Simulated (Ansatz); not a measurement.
## Worked example: the barrier

An elementary step of AlBSi2H7Cl3O3, closed shell (AlBSi₂H₇Cl₃O₃ ([SiH3][O][Al]1([O][SiH3])[OH][B]([Cl])([Cl])[Cl]1) → AlBSi₂H₇Cl₃O₃ ([SiH3][O][Al]([ClH])([O][SiH3])[O][B]([Cl])[Cl]); bonds formed: Cl2–H5, Cl2–Al7; dative contacts that become bonds: B1–Cl3, B1–O6; bonds broken: B1–Cl2, Cl3–Al7, H5–O6). “Start” is the structure reached by relaxing down from the saddle towards the reactants; PBE0-D4/def2-TZVP structures. The saddle:

```
17
angstrom
B 1.5111 -0.5729 1.9752
Cl 3.3189 0.6678 1.4680
Cl 1.3620 -1.8597 0.6139
Cl 1.6908 -1.1787 3.5978
H 1.9003 1.0948 1.4153
O 0.7270 0.5246 1.6059
Al -0.0828 -0.0150 0.0921
O 0.4919 0.7532 -1.2707
Si 1.0616 1.3722 -2.6594
O -1.6513 -0.5482 0.2597
Si -3.1584 -1.1036 0.4919
H -0.0358 1.4889 -3.6561
H 2.1235 0.4904 -3.2132
H 1.6332 2.7218 -2.4116
H -3.4531 -1.1932 1.9464
H -3.2981 -2.4555 -0.1114
H -4.1407 -0.1869 -0.1440
```

Computed with Ansatz 0.2.0 (basis: def2-TZVPP and def2-QZVPP); correlated methods freeze the cores.

Energies in eV:

| quantity | saddle | start |
| --- | --- | --- |
| Hartree–Fock, triple zeta (X = 3) | -66727.54746 | -66729.39518 |
| Hartree–Fock, quadruple zeta (X = 4) | -66729.63768 | -66731.48234 |
| MP2 correlation, X = 3 | -46.86903 | -46.44206 |
| MP2 correlation, X = 4 | -50.89981 | -50.48713 |
| CCSD(T) correlation, X = 3 | -51.09781 | -50.71295 |

(1) Work out the barrier at the basis limit: extrapolate Hartree–Fock as E(X) = E∞ + A exp(−7.88 √X) and the MP2 correlation as E(X) = E∞ + B X^−2.97 (the exponents that Neese and Valeev fitted for def2-TZVPP and QZVPP), then add CCSD(T) − MP2 in triple zeta.

T1 diagnostic: at most 0.013.

Results:

(1) Each step is linear, so take the differences first (saddle − start): Hartree–Fock 1.84772 (X = 3) and 1.84466 (X = 4); MP2 correlation -0.42697 and -0.41268; CCSD(T) correlation -0.38486.
Two points give E∞ = E(4) + w [E(4) − E(3)], with w = 1/(exp(7.88 (2 − √3)) − 1) = 0.1377 for Hartree–Fock and w = 1/((4/3)^2.97 − 1) = 0.7407 for the correlation.
Hartree–Fock: 1.84466 + 0.1377 × (-0.00306) = 1.8442 eV.
MP2 correlation: -0.41268 + 0.7407 × 0.01429 = -0.4021 eV.
CCSD(T) − MP2: -0.38486 − (-0.42697) = 0.0421 eV.
Sum: 1.8442 + (-0.4021) + 0.0421 = 1.4842 eV, or 34.23 kcal/mol. Plain CCSD(T) in triple zeta gives 1.4629 eV, so the larger basis shifts the result by 0.0213 eV.

The step is the kind of ligand exchange by which a precursor binds to a hydroxyl group, or is hydrolysed, in atomic layer deposition of oxides. Here a small cluster stands in for the surface site.

Labels in which every atom is bracketed show which atoms are joined, not bond orders.

For scale, one of the runs: CCSD(T)/def2-TZVPP, 474 basis functions, launched by `ansatz run in.yaml --threads 4 --pin off --events-out ev --progress --plain --max-ram 66560MiB --backend cuda --devices 0, --max-vram 37GiB`. Time: 57 s of wall clock on 4 CPU threads of an AMD EPYC 7R13 and a share of one NVIDIA H100; the host was shared. Peak host memory: 1.3 GiB.
